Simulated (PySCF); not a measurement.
A calculated (UHF, PySCF 2.14, def2-TZVP, the non-relativistic Hamiltonian (point nucleus)) atom or ion has these occupied shells.

| shell | electrons | orbital energy (eV) | rms radius, mean of both spins (bohr) |
| --- | --- | --- | --- |
| 1s | 2 | -4546.6 | 0.0852 |
| 2s | 2 | -552.24 | 0.373 |
| 2p | 6 | -459.36 | 0.341 |
| 3s | 2 | -101.05 | 1.14 |
| 3p | 6 | -73.590 | 1.23 |

Name the element and its charge.

Sc³⁺ (scandium, charge +3), in [Ar], closed-shell 1S.
